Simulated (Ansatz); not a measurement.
`[SH][GeH2][Cl]` + CH₃SH → `C[S][GeH2][Cl]` + H₂S at 298.15 K and 1 bar (ligand exchange at a Ge–S bond).

Calculated with Ansatz (gas phase, PBE0-D4/def2-TZVP geometries, no zero-point term in ΔE). CCSD(T)/CBS adds triple-zeta CCSD(T) − MP2 to the extrapolated MP2 energy (def2 sets, frozen cores). This one scheme is used for every species. For Ge outer-core shells are correlated without core-valence functions, which leaves a few kJ/mol of doubt a bond. Scalar relativity is left out up to krypton. One conformer a species, not always the lowest.

| species | CCSD(T)/CBS energy (Eh) | H − E (kJ/mol) | S (J/(mol·K)) |
| --- | --- | --- | --- |
| `[SH][GeH2][Cl]` | -2935.52817 | 86.7 | 319.0 |
| CH₃SH | -438.22835 | 133.0 | 253.2 |
| `C[S][GeH2][Cl]` | -2974.78596 | 169.0 | 356.1 |
| H₂S | -398.97279 | 49.9 | 205.7 |

H − E and S are ideal-gas, rigid-rotor, harmonic terms from PBE0-D4/def2-TZVP, for one conformer and one mirror image of each species. 1 Eh = 2625.50 kJ/mol, R = 8.31446 J/(mol·K).

By hand: ΔE, ΔH, ΔS and ΔG.

ΔE = (-2974.78596) + (-398.97279) − (-2935.52817) − (-438.22835) = -0.00223 Eh = -5.9 kJ/mol. Δ(H − E) = 169.0 + 49.9 − 86.7 − 133.0 = -0.8, so ΔH = -6.7 kJ/mol. ΔS = 356.1 + 205.7 − 319.0 − 253.2 = -10.4 J/(mol·K). ΔG = -6.7 − 298.15 × (-10.4)/1000 = -3.6 kJ/mol.

By hand: the equilibrium constant, and the temperature at which ΔG would vanish if ΔH and ΔS stayed fixed.

log₁₀ K = −ΔG/(RT ln 10) = 0.6. ΔG = 0 at ΔH/ΔS = 644 K, though so small a ΔH makes that figure unsure.

TΔS isn't small against ΔH here. The sign of ΔG lies within the doubt. A doubt of 5 kJ/mol in ΔE shifts log₁₀ K by 0.9 here. Other conformers and mirror images would add mixing entropy, several J/(mol·K) or more a flexible species. These are equilibria of isolated gas molecules and say nothing of rates. Largest T1 diagnostic: 0.010 (customary marks: 0.02 for closed shells, 0.045 for open ones).
